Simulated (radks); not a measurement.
Ionisation of neutral ruthenium, [Kr] 4d7 5s1, to [Kr] 4d7 as the strength of local exchange is varied. Calculated with a radial shooting solver on a logarithmic mesh with Libxc functionals: Dirac Kohn-Sham, Slater X-alpha exchange (alpha = 2/3 is LDA exchange), no correlation, spin-unpolarised, spherical densities, finite nucleus; open shells fill j = l - 1/2 first; Fermi nuclear charge, rms radius 4.4809 fm.

alpha,E(Ru) (hartree),exchange (hartree),IE (eV),-e of the level emptied (eV),<r> of it (bohr)
0.667,-4522.95858,-124.99103,6.659,3.608 (5s1/2),3.435
0.714,-4531.77472,-134.06220,6.900,3.826 (5s1/2),3.390
0.719,-4532.71363,-135.02925,6.926,3.850 (5s1/2),3.385
0.761,-4540.60822,-143.16788,7.146,4.051 (5s1/2),3.346
0.793,-4546.63244,-149.38721,7.315,4.207 (5s1/2),3.317
0.984,-4582.75640,-186.84016,8.365,5.192 (5s1/2),3.153

NIST Atomic Spectra Database: 7.361 eV (measured). The Delta-SCF value meets it near alpha = 0.80. Spin polarisation and multiplet splitting are left out, so open shells lie too high by an amount that depends on their filling.

Beside tabulated values, note that spin-unpolarised runs miss the spin-polarisation part of the exchange energy of open shells.
